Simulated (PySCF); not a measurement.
## The third ionisation energy along group 11

All values are computed (PySCF 2.14, energy differences of UHF-based or UKS calculations, no spin-orbit coupling). Values in eV. The last column holds reference values (NIST; (s) semi-empirical, (t) theoretical, else measured). Unmarked ones compare directly (S terms, centres of terms, or small fine structure); those marked * lie between the lowest fine-structure levels and include a spin-orbit shift.

```tsv
element	configurations	UHF	MP2 (valence)	CCSD(T) (valence)	LDA	r2SCAN	PW91	reference
Cu (aug-cc-pVTZ-PP with ECP10MDF, ECP)	[Ar] 3d9 → [Ar] 3d8	34.048	36.848	36.473	38.014	36.153	37.222	36.841 ± 0.012 *
Ag (aug-cc-pVTZ-PP with ECP28MDF, ECP)	[Kr] 4d9 → [Kr] 4d8	32.889	34.835	34.654	35.367	34.490	34.976	34.8 ± 0.3 (s) *
Au (aug-cc-pVTZ-PP with ECP60MDF, ECP)	[Xe] 4f14 5d9 → [Xe] 4f14 5d8	30.836	32.634	32.501	33.294	32.479	32.924	30 ± 1.6 (t) *
```

"Valence" correlates the outer s and p shells and, in groups 3 to 12 and the f block, the outer d or f shell, open or full, or the next shell where the ion has no valence electron left; the wider scheme adds the next inner shell.
